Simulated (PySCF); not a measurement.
A series of related molecules.

All values: B3LYP/def2-SVPD (PySCF) at PBE0-D3(BJ)/def2-SVP geometries, gas phase, one conformer each. Core orbitals are frozen in the response; Δα² is half the sum of the squared differences of the principal polarisabilities. The calculation is non-relativistic, for bromine too.

Question: Rank by mean static polarisability, lowest first.
A. `CCc1ccoc1C(=O)Br`
B. `CSC1=C(C(=O)Br)OC=C1`
C. `COC1=C(C(=O)Br)OC=C1`
D. `O=C(Br)c1occc1Cl`

Answer: D (15.58 Å³), C (16.48 Å³), A (17.19 Å³), B (19.15 Å³).

Question: Rank by HOMO energy, lowest first.
A. `O=C(Br)C1=C(Cl)C=CO1`
B. `CSc1ccoc1C(=O)Br`
C. `CCc1ccoc1C(=O)Br`
D. `COC1=C(C(=O)Br)OC=C1`

Answer: A (-7.57 eV), C (-7.27 eV), D (-6.95 eV), B (-6.56 eV).

All values together:

```csv
SMILES,change,formula,μ (D),HOMO (eV),LUMO (eV),α (Å³),Δα (Å³),electrons,α per electron (Å³),ΔSCF removal energy (eV)
COc1ccoc1C(=O)Br,parent,C6H5BrO3,6.58,-6.95,-2.10,16.48,11.21,100,0.165,8.86
CSc1ccoc1C(=O)Br,OCH3 replaced by SCH3,C6H5BrO2S,6.10,-6.56,-2.27,19.15,13.94,108,0.177,8.42
O=C(Br)c1occc1Cl,OCH3 replaced by Cl,C5H2BrClO2,4.63,-7.57,-2.62,15.58,10.24,100,0.156,9.50
CCc1ccoc1C(=O)Br,OCH3 replaced by C2H5,C7H7BrO2,4.53,-7.27,-2.31,17.19,9.57,100,0.172,9.18
```

Conformers: `[CH3:1][O:2][c:3]1[cH:4][cH:5][o:6][c:7]1[C:8](=[O:9])[Br:10]` with C1–O2–C3–C4 0°, O6–C7–C8–O9 -179°; `[CH3:1][S:2][c:3]1[cH:4][cH:5][o:6][c:7]1[C:8](=[O:9])[Br:10]` with C1–S2–C3–C4 0°, O6–C7–C8–O9 180°; `[O:1]=[C:2]([Br:3])[c:4]1[o:5][cH:6][cH:7][c:8]1[Cl:9]` with O1–C2–C4–O5 180°; `[CH3:1][CH2:2][c:3]1[cH:4][cH:5][o:6][c:7]1[C:8](=[O:9])[Br:10]` with C1–C2–C3–C4 -99°, O6–C7–C8–O9 178°.

Q: Give the shifts from the parent, `COc1ccoc1C(=O)Br`.

A: 
```csv
SMILES,change in μ (D),change in HOMO (eV),change in LUMO (eV),change in mean α (Å³),change in ionisation energy (eV)
CSc1ccoc1C(=O)Br,-0.48,+0.39,-0.17,+2.67,-0.44
O=C(Br)c1occc1Cl,-1.95,-0.62,-0.52,-0.90,+0.64
CCc1ccoc1C(=O)Br,-2.05,-0.32,-0.21,+0.71,+0.32
```
